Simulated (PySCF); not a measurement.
A species of formula C6H16OSSi has this rotational fingerprint, computed with PBE0/pcSseg-1 in PySCF (dipole) on a GFN2-xTB geometry, gas phase:

```
Rotational constants : A = 1327, B = 761.0, C = 559.6 MHz
Dipole components    : |μa| = 2.36 D, |μb| = 1.00 D, |μc| = 0.54 D
Inertial defect      : -141.88 u·Å²
κ                    : -0.47
```

Task: Which structure is it? (One computed conformer of each.)
A. `[CH3:1][CH:2]([CH3:3])[C@H:4]([CH2:5][CH2:6][SH:7])[SiH2:8][OH:9]` with C1–C2–C4–C5 62°, C2–C4–C5–C6 165°, C4–C5–C6–S7 -61°, C5–C6–S7–H -58°, C2–C4–Si8–O9 94°
B. `[CH3:1][CH:2]([CH3:3])[S:4][C:5]([CH3:6])([CH3:7])[O:8][SiH3:9]` with C1–C2–S4–C5 110°, C2–S4–C5–C6 170°, S4–C5–O8–Si9 74°
C. `[CH3:1][O:2][Si@@H:3]([SH:4])[CH2:5][C:6]([CH3:7])([CH3:8])[CH3:9]` with C1–O2–Si3–S4 44°, O2–Si3–S4–H 166°, O2–Si3–C5–C6 151°
D. `[CH3:1][C@@H:2]([CH2:3][CH2:4][CH2:5][SiH3:6])[S@:7]([CH3:8])=[O:9]` with C1–C2–C3–C4 -174°, C2–C3–C4–C5 180°, C3–C4–C5–Si6 -178°, C1–C2–S7–C8 71°
E. `[CH3:1][CH2:2][C:3]([CH3:4])([CH3:5])[O:6][SiH2:7][S:8][CH3:9]` with C1–C2–C3–C4 -60°, C2–C3–O6–Si7 158°, C3–O6–Si7–S8 170°, O6–Si7–S8–C9 177°
F. `[CH3:1][CH2:2][Si@H:3]([O:4][CH:5]([CH3:6])[CH3:7])[S:8][CH3:9]` with C1–C2–Si3–O4 166°, C2–Si3–O4–C5 61°, Si3–O4–C5–C6 84°, C2–Si3–S8–C9 166°

Result: F. It is CC[Si@H](OC(C)C)SC, an asymmetric top, point group C1. The candidates at the same level (rigid rotor, commonest isotopes):

| SMILES | A (MHz) | B (MHz) | C (MHz) | μa (D) | μb (D) | μc (D) | Δ (u·Å²) | point group | rotor |
| --- | --- | --- | --- | --- | --- | --- | --- | --- | --- |
| CC(C)SC(C)(C)O[SiH3] | 1470 | 884.7 | 690.4 | 0.45 | 0.07 | 0.73 | -183.13 | C1 | asymmetric top |
| CCC(C)(C)O[SiH2]SC | 2100 | 585.6 | 515.6 | 0.92 | 2.11 | 0.05 | -123.50 | C1 | near-prolate asymmetric top |
| C[C@@H](CCC[SiH3])[S@](C)=O | 2197 | 447.5 | 416.7 | 0.30 | 0.95 | 3.19 | -146.67 | C1 | near-prolate asymmetric top |
| CC[Si@H](OC(C)C)SC | 1327 | 761.0 | 559.6 | 2.36 | 1.00 | 0.54 | -141.88 | C1 | asymmetric top |
| CC(C)[C@H](CCS)[SiH2]O | 1211 | 821.4 | 578.7 | 1.72 | 1.92 | 1.69 | -159.15 | C1 | asymmetric top |
| CO[Si@@H](S)CC(C)(C)C | 1775 | 654.3 | 546.3 | 1.12 | 0.60 | 0.43 | -132.04 | C1 | asymmetric top |

`C[C@@H](CCC[SiH3])[S@](C)=O` has A 66 % too high; `CCC(C)(C)O[SiH2]SC` has A 58 % too high; `CC(C)[C@H](CCS)[SiH2]O` has A 9 % too low; `CC(C)SC(C)(C)O[SiH3]` has C 23 % too high; `CO[Si@@H](S)CC(C)(C)C` has A 34 % too high. No structure here is proved a minimum.
